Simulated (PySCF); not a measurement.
Ions at one geometry of [Pb(OH)2]2+

PySCF 2.14.0, RKS PBE0, Pb def2-SVP with ECP60, O def2-SVP, H def2-SVP; non-relativistic Hamiltonian with scalar-relativistic core potentials where named; density fitting; no spin-orbit coupling; singlets restricted, open shells unrestricted. The geometry is relaxed for charge +2, singlet, vacuum:

```xyz
5

Pb    0.0000    0.0000    0.5417
O     1.9616    0.0939    0.9241
H     2.5539   -0.1331    0.1548
O    -1.9616   -0.0939    0.9241
H    -2.5539    0.1331    0.1548
```

Energies count from the relaxed state; an electron taken off or put on is at rest in vacuum. Charges and spins are Mulliken's.

```json
{"state": "charge +2, singlet, vacuum", "energy (eV)": "0.00", "spin squared": "0.00", "charge on Pb1 (e)": "1.71", "spin on Pb1 (e)": "0.00", "dipole about the centre of mass (D)": "2.93"}
{"state": "charge +3, doublet, vacuum", "energy (eV)": "24.85", "spin squared": "0.77", "charge on Pb1 (e)": "2.03", "spin on Pb1 (e)": "-0.11", "dipole about the centre of mass (D)": "2.54"}
```

Task: What does the state charge +1, doublet, vacuum give?

Result: energy (eV) -15.62, spin squared 0.76, charge on Pb1 (e) 1.23, spin on Pb1 (e) 0.18, dipole about the centre of mass (D) 2.75.

With an electron taken off (doublet) the charges change, summed by element, by Pb +0.32 e, O +0.55 e, H +0.13 e. The vertical ionisation energy is 24.85 eV, against −ε(HOMO) = 22.39 eV of the relaxed state. The level lies 2.5 eV too high, as is usual for semilocal functionals and global hybrids, which keep a self-interaction error.

With an electron put on (doublet) the charges change, summed by element, by Pb -0.47 e, O -0.38 e, H -0.15 e. The vertical electron affinity is 15.62 eV, against −ε(LUMO) = 18.05 eV of the relaxed state.

Open shells may have lower solutions than those found.
